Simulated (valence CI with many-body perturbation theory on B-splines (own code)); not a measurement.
# Basis-set convergence for Br¹³⁺

Calculated by configuration interaction combined with many-body perturbation theory (CI+MBPT): four valence electrons over a frozen Dirac-Fock core [Ar], a basis of 7 s, 7 p, 8 d, 6 f, 4 g, 1 h functions for each j, with the one-electron correlation potential Σ1, the two-electron term Σ2, the three-electron term Σ3, Breit, model QED; selected CI, second order for the rest, scaled by the run's own slope (own B-spline code, finite nucleus).

No measured spectrum was set against this ion. As an estimate, terms of the open shell hold to 2 to 4 % of their energy, and close levels can change places. Only levels of the ground parity were solved; by the run's estimate the other parity begins above the list, which can be wrong where configurations are misplaced.

The reference run has the lowest level 3d⁴ ⁵D_0 and an ionisation energy of 435.509 eV. Its largest variational space holds 16769 state functions.

Names give the largest LS component (configuration and term), which can be under half, so a name can repeat, a term be missing and a line seem to break the LS rules; names also repeat where a configuration has a term twice. Letters in brackets count levels of one name in rising energy.

Changed runs:
A. basis 6 s, 6 p, 5 d, 5 f, 1 g
B. basis 5 s, 5 p, 4 d, 4 f

Excitation energies of the reference run in cm⁻¹, and shifts in cm⁻¹:

```csv
Level,Reference,A,B
3d⁴ ⁵D_1,1884,-11,-22
3d⁴ ⁵D_2,4785,-21,-38
3d⁴ ⁵D_3,8180,-24,-40
3d⁴ ⁵D_4,11812,-18,-29
3d⁴ ³P_0 [a],47517,+475,+1001
3d⁴ ³H_4,52073,+321,+961
3d⁴ ³P_1 [a],56478,+461,+1031
3d⁴ ³H_5,56512,+286,+937
3d⁴ ³H_6,59438,+286,+948
3d⁴ ³F_3 [a],59574,+377,+1015
3d⁴ ³F_2 [a],60762,+413,+1034
3d⁴ ³F_4 [a],62704,+359,+982
Ionisation energy (eV),435.509,-0.083,-0.121
```
